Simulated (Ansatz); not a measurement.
Cost and result for the atomization energy of C$_{2}$H$_{9}$AlClP, SMILES `[CH3][Al-]([CH3])([PH3+])[Cl]` (14 atoms, 13 bonds).

Z-matrix (Å, degrees):
```
C
Al 1 1.957
H 1 1.094 2 112.4
H 1 1.095 2 112.2 3 122.1
H 1 1.095 2 110.1 3 -119.0
C 2 1.957 1 123.2 3 -168.7
P 2 2.555 1 102.3 3 -55.0
Cl 2 2.159 1 115.2 3 40.9
H 6 1.095 2 112.2 1 46.6
H 6 1.094 2 112.4 1 168.7
H 6 1.095 2 110.1 1 -72.3
H 7 1.412 2 125.8 1 -64.2
H 7 1.409 2 115.2 1 172.9
H 7 1.409 2 115.2 1 58.9
```

Charge 0, multiplicity 1. All single points use the PBE0-D4/def2-TZVP geometry. It is one conformer, not always the lowest. Program: Ansatz. All runs use 4 threads of an Arm Neoverse V2 on a shared host. Times are those of one run each, without the atoms' runs, and a repeat can differ threefold. Electronic energies, without spin–orbit coupling; frozen cores. CCSD(T)/CBS adds CCSD(T) − MP2 in def2-TZVPP to the MP2 limit, and its time is that of the two runs behind it. T1 = 0.010.

CCSD(T)/CBS is a level of theory with its own doubt, some kJ/mol a heavy atom from the limit and from the frozen cores, so smaller differences don't rank the functionals.

```json
{"level": "BLYP-D4/def2-TZVPP", "functions": "314", "wall time": "2.8 s"}
{"level": "revPBE-D4/def2-TZVPP", "functions": "314", "wall time": "2.9 s"}
{"level": "PBE-D4/def2-TZVPP (with forces)", "functions": "314", "wall time": "3.4 s"}
{"level": "BHLYP-D4/def2-TZVPP", "functions": "314", "wall time": "4.5 s"}
{"level": "r2SCAN-D4/def2-TZVPP (with forces)", "functions": "314", "wall time": "6.5 s"}
{"level": "PBE-QIDH/def2-TZVPP", "functions": "314", "wall time": "7.5 s"}
{"level": "CCSD(T)/def2-SVP", "functions": "127", "wall time": "7.5 s"}
{"level": "ωB97X-V/def2-TZVPP", "functions": "314", "wall time": "11 s"}
{"level": "B97M-V/def2-TZVPP", "functions": "314", "wall time": "13 s"}
{"level": "ωB97M-V/def2-TZVPP (with forces)", "functions": "314", "wall time": "15 s"}
{"level": "MP2/def2-QZVPP", "functions": "594", "wall time": "29 s"}
{"level": "CCSD(T)/def2-TZVPP", "functions": "314", "wall time": "13 min"}
{"level": "CCSD(T)/CBS(def2)", "functions": "–", "wall time": "13 min"}
```

What atomization energy does each give, and how far from CCSD(T)/CBS? (Best estimate.)

The calculation gave: 
```tsv
level	atomization (kJ/mol)	difference from CCSD(T)/CBS	per bond
BLYP-D4/def2-TZVPP	4629.7	-40.8	-3.1
revPBE-D4/def2-TZVPP	4606.3	-64.2	-4.9
PBE-D4/def2-TZVPP (with forces)	4688.8	18.3	1.4
BHLYP-D4/def2-TZVPP	4597.6	-72.9	-5.6
r2SCAN-D4/def2-TZVPP (with forces)	4681.2	10.7	0.8
PBE-QIDH/def2-TZVPP	4631.0	-39.5	-3.0
CCSD(T)/def2-SVP	4404.1	-266.4	-20.5
ωB97X-V/def2-TZVPP	4693.9	23.4	1.8
B97M-V/def2-TZVPP	4701.6	31.1	2.4
ωB97M-V/def2-TZVPP (with forces)	4691.8	21.3	1.6
MP2/def2-QZVPP	4630.4	-40.1	-3.1
CCSD(T)/def2-TZVPP	4555.9	-114.6	-8.8
CCSD(T)/CBS(def2)	4670.5	0.0	0.0
```

From r2SCAN to r2SCAN0 (25 % exact exchange), in def2-TZVPP and without D4, the atomization energy moves by −38.2 kJ/mol: exact exchange takes away binding that semilocal exchange gives to molecules. The D4 term adds +52.4 kJ/mol with B3LYP and +28.5 kJ/mol with PBE0; it sums over pairs of atoms, weighted by their polarisabilities, and B3LYP, whose exchange is more repulsive, gets the larger term. Leaving LDA and LC-ωPBE aside and taking each functional with its dispersion term where it has one, the values spread over 104.0 kJ/mol, from BHLYP-D4 to B97M-V. LDA lies +552.9 kJ/mol from PBE without D4, its usual overbinding.

B3LYP here is the variant with VWN-RPA as its local correlation; programs differ in this.
